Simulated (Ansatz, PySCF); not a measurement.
Molecule: sum formula GeOCl$_{2}$, net charge 0, singlet state. SMILES: [O]=[Ge]([Cl])[Cl]
Coordinates optimised at B3LYP-D3(BJ)/def2-TZVP (Ansatz, an electronic-structure program):
```
Ge
O 1 1.6328
Cl 1 2.1290 2 126.55
Cl 1 2.1290 2 126.55 3 -180.00
```

Quantity: atomisation energy (electronic, to ground-state atoms), in kcal/mol. Correlated levels leave the core frozen unless marked. Open shells are spin-unrestricted. Spin-orbit coupling is left out. Frozen are the shells of the preceding noble gas and the d and f shells that filled before the atom's block. No relativistic terms. FCI takes restricted orbitals. The coupled-cluster limit lacks core correlation, which all-electron functionals hold. CBS(X,Y): correlation extrapolated as X^-3; Hartree-Fock from the larger set.

```
level                           program  atomisation energy (kcal/mol)
-----------------------  --------------  -----------------------------
HF-D4/def2-TZVPD          PySCF + dftd4                          161.6
PBE-D4/def2-TZVPD        Ansatz + dftd4                          293.2
PBE0/STO-3G                      Ansatz                          326.2
HSE06-D3(BJ)/def2-TZVPD  Ansatz + dftd3                          274.7
LC-wPBE-D4/def2-TZVPD    Ansatz + dftd4                          271.5
RI-MP2/def2-TZVPPD               Ansatz                          290.5
SCS-MP2/def2-QZVPP               Ansatz                          285.1
```

**Question.** Predict the CCSD(T)/CBS(def2-TZVPPD,def2-QZVPPD) result (Ansatz).

**Answer.** 279.5 kcal/mol, so SCS-MP2/def2-QZVPP differs from it by 5.6 kcal/mol.
